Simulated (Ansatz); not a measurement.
Cl4H2MoO2, SMILES `[OH][Mo]([OH])([Cl])([Cl])([Cl])[Cl]`. The species carries charge 0 and has multiplicity 1. Correlated methods include outer-core shells of Mo, which these sets cover unevenly. Mo takes the def2 core potential.

```xyz
9

O     1.4477   -0.9310    0.4497
Mo   -0.1393   -0.0380    0.2204
O    -0.3645   -0.5020   -1.5485
Cl    1.3753    1.7210   -0.2233
Cl   -1.7794    1.5260   -0.3300
Cl   -1.3648   -1.8445    0.8600
Cl   -0.4176    0.7558    2.3408
H     2.3150   -0.5185    0.3442
H    -1.0724   -0.1689   -2.1132
```

Task: Give the diagnostics of a CCSD(T)/def2-TZVPP run (frozen core, the Gaussian-basis code of Ansatz). (An estimate is asked.)

Result: Ansatz gave: T1 = 0.0270, largest single amplitude 0.095, largest double 0.046, (T) share of the correlation energy 5.9 %, 17 CCSD cycles. The RHF solution is stable towards an unrestricted one. T1 lies over the customary mark of 0.02 for closed shells; compounds of d metals often pass it without a breakdown.
